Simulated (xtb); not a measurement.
xtb input (GFN2-xTB):

```bash
xtb mol.xyz --gfn 2 --ohess tight --chrg -1 --uhf 0
```
mol.xyz:
```
12

C      2.70934349    -0.16673429     0.19992180
C      1.44027249    -0.34449269     0.22209531
C      0.47690514     0.69003741    -0.28777840
C     -0.82470716     0.59957823    -0.27003120
C     -1.70757341    -0.55290755     0.17041469
H      3.23668741     0.68294040    -0.16607897
H      1.00960419    -1.27437299     0.60679438
H      0.90162349     1.56511700    -0.64634400
H     -1.36653458     1.44334920    -0.65678568
H     -2.40885212    -0.22650773     0.97406925
H     -2.33668758    -0.93296344    -0.68360800
H     -1.15118699    -1.39495125     0.55961055
```

Output:

```
           -------------------------------------------------
          |                Calculation Setup                |
           -------------------------------------------------

           -------------------------------------------------
          |                 G F N 2 - x T B                 |
           -------------------------------------------------

        Reference                      10.1021/acs.jctc.8b01176
      * Hamiltonian:
        H0-scaling (s, p, d)           1.850000    2.230000    2.230000
        zeta-weighting                 0.500000
      * Dispersion:
        s8                             2.700000
        a1                             0.520000
        a2                             5.000000
        s9                             5.000000
      * Repulsion:
        kExp                           1.500000    1.000000
        rExp                           1.000000
      * Coulomb:
        alpha                          2.000000
        third order                    shell-resolved
        anisotropic                    true
        a3                             3.000000
        a5                             4.000000
        cn-shift                       1.200000
        cn-exp                         4.000000
        max-rad                        5.000000

          ...................................................
          :                      SETUP                      :
          :.................................................:
          :  # basis functions                  27          :
          :  # atomic orbitals                  27          :
          :  # shells                           17          :
          :  # electrons                        28          :
          :  max. iterations                   250          :
          :  Hamiltonian                  GFN2-xTB          :
          :  restarted?                      false          :
          :  GBSA solvation                  false          :
          :  PC potential                    false          :
          :  electronic temp.          300.0000000     K    :
          :  accuracy                    1.0000000          :
          :  -> integral cutoff          0.2500000E+02      :
          :  -> integral neglect         0.1000000E-07      :
          :  -> SCF convergence          0.1000000E-05 Eh   :
          :  -> wf. convergence          0.1000000E-03 e    :
          :  Broyden damping             0.4000000          :
          :  net charge                         -1          :
          :  unpaired electrons                  0          :
          ...................................................

 iter      E             dE          RMSdq      gap      omega  full diag
   1    -14.4539010 -0.144539E+02  0.475E+00    2.76       0.0  T
   2    -14.5350254 -0.811244E-01  0.347E+00    0.40       1.0  T
   3    -14.5604341 -0.254087E-01  0.184E+00    1.25       1.0  T
   4    -14.5611969 -0.762760E-03  0.645E-01    0.94       1.0  T
   5    -14.5629187 -0.172183E-02  0.196E-01    1.00       1.0  T
   6    -14.5631544 -0.235636E-03  0.788E-02    1.02       1.0  T
[...]
     3   6 C        8   1 H                                       1.0935624
     4   6 C        9   1 H                                       1.0913974
     5   6 C       10   1 H                                       1.0976762
     5   6 C       11   1 H                                       1.0977109
     5   6 C       12   1 H                                       1.0868451 (min)

 * 2 distinct bonds (by element types)

   Z      Z             #   av. dist./Å        max./Å        min./Å
   1 H    6 C           6     1.0944486     1.0994994     1.0868451
   6 C    6 C           2     1.3567178     1.3654266     1.3480090

           -------------------------------------------------
          |               Frequency Printout                |
           -------------------------------------------------
 projected vibrational frequencies (cm⁻¹)
eigval :       -0.00    -0.00    -0.00    -0.00     0.00     0.00
eigval :       95.97   118.51   223.94   298.08   399.78   590.28
eigval :      600.28   754.83   883.00   956.88   991.98  1005.81
eigval :     1056.41  1095.35  1195.08  1289.98  1326.63  1372.80
eigval :     1400.30  1464.27  1499.29  1514.79  1631.49  2360.71
eigval :     2830.11  2865.41  2897.15  2904.01  2930.65  3037.19
 reduced masses (amu)
   1: 10.82   2: 10.57   3: 10.68   4:  8.24   5: 10.39   6:  9.42   7:  1.89   8:  8.13
   9:  9.42  10:  7.41  11:  9.05  12:  3.98  13:  9.10  14:  6.03  15:  2.73  16:  8.90
  17:  2.26  18:  5.87  19:  3.72  20:  6.34  21:  4.62  22:  3.07  23:  3.77  24:  5.84
  25:  3.32  26:  9.04  27:  1.60  28:  1.96  29: 11.05  30:  1.78  31:  1.71  32:  1.91
  33:  1.59  34:  1.58  35:  1.82  36:  1.68
 IR intensities (km·mol⁻¹)
   1: 12.98   2: 11.93   3: 14.67   4:  1.47   5: 17.44   6:  2.32   7:  1.13   8:  2.65
   9:  4.83  10:  9.39  11:  9.34  12:  3.38  13:  0.76  14:  0.54  15:  1.35  16: 12.26
  17:  0.11  18: 31.12  19:  0.61  20:  7.37  21:  0.63  22: 22.28  23: 74.53  24: 21.07
  25:  1.70  26: 49.37  27:  0.09  28: 19.45  29: 99.36  30:968.94  31:273.61  32:142.11
  33: 33.03  34:283.91  35:289.34  36: 47.98
 Raman intensities (Ä⁴*amu⁻¹)
   1:  0.00   2:  0.00   3:  0.00   4:  0.00   5:  0.00   6:  0.00   7:  0.00   8:  0.00
   9:  0.00  10:  0.00  11:  0.00  12:  0.00  13:  0.00  14:  0.00  15:  0.00  16:  0.00
  17:  0.00  18:  0.00  19:  0.00  20:  0.00  21:  0.00  22:  0.00  23:  0.00  24:  0.00
  25:  0.00  26:  0.00  27:  0.00  28:  0.00  29:  0.00  30:  0.00  31:  0.00  32:  0.00
  33:  0.00  34:  0.00  35:  0.00  36:  0.00
 output can be read by thermo (or use thermo option).
 writing <g98.out> molden fake output.
 recommended (thermochemical) frequency scaling factor: 1.0
           -------------------------------------------------
          |             Thermodynamic Functions             |
           -------------------------------------------------

cs  symmetry found (for desy threshold:  0.10E+00) used in thermo

          ...................................................
          :                      SETUP                      :
          :.................................................:
Note: The following floating-point exceptions are signalling: IEEE_UNDERFLOW_FLAG IEEE_DENORMAL
normal termination of xtb
          :  # frequencies                          30      :
          :  # imaginary freq.                       0      :
          :  linear?                             false      :
          :  only rotor calc.                    false      :
          :  symmetry                               cs      :
          :  rotational number                       1      :
          :  scaling factor                  1.0000000      :
          :  rotor cutoff                   50.0000000 cm⁻¹ :
          :  imag. cutoff                  -20.0000000 cm⁻¹ :
          :.................................................:

    mode    ω/cm⁻¹     T·S(HO)/kcal·mol⁻¹    T·S(FR)/kcal·mol⁻¹   T·S(vib)
   ------------------------------------------------------------------------
       1     95.97    -1.05383 ( 93.14%)    -0.86304 (  6.86%)    -1.04074
       2    118.51    -0.93155 ( 96.93%)    -0.80060 (  3.07%)    -0.92753
       3    223.94    -0.57455 ( 99.75%)    -0.61223 (  0.25%)    -0.57464
       4    298.08    -0.42565 ( 99.92%)    -0.52754 (  0.08%)    -0.42573
   ------------------------------------------------------------------------

   temp. (K)  partition function   enthalpy   heat capacity  entropy
                                   cal/mol     cal/K/mol   cal/K/mol   J/K/mol
 298.15  VIB   17.7                 2145.490     14.865     12.848
         ROT  0.834E+05              888.752      2.981     25.500
         INT  0.148E+07             3034.242     17.846     38.348
         TR   0.532E+27             1481.254      4.968     38.512
         TOT                        4515.4960    22.8145    76.8596   321.5804

       T/K    H(0)-H(T)+PV         H(T)/Eh          T*S/Eh         G(T)/Eh
   ------------------------------------------------------------------------
    298.15    0.719590E-02    0.101947E+00    0.365185E-01    0.654287E-01
   ------------------------------------------------------------------------

         :::::::::::::::::::::::::::::::::::::::::::::::::::::
         ::                  THERMODYNAMIC                  ::
         :::::::::::::::::::::::::::::::::::::::::::::::::::::
         :: total free energy         -14.240833716732 Eh   ::
         ::.................................................::
         :: total energy              -14.306262381718 Eh   ::
         :: zero point energy           0.094751225491 Eh   ::
         :: G(RRHO) w/o ZPVE           -0.029322560506 Eh   ::
         :: G(RRHO) contrib.            0.065428664986 Eh   ::
         :::::::::::::::::::::::::::::::::::::::::::::::::::::

optimized geometry written to: xtbopt.xyz

           -------------------------------------------------
          | TOTAL ENERGY              -14.306262381718 Eh   |
          | TOTAL ENTHALPY            -14.204315255283 Eh   |
          | TOTAL FREE ENERGY         -14.240833716732 Eh   |
          | GRADIENT NORM               0.000140779188 Eh/α |
          | HOMO-LUMO GAP               1.762228764876 eV   |
           -------------------------------------------------

------------------------------------------------------------------------
------------------------------------------------------------------------
 total:
 SCF:
 ANC optimizer:
 analytical hessian:
```

It need not be the lowest isomer of its formula. Whether it binds its extra electron was not tested at this geometry.
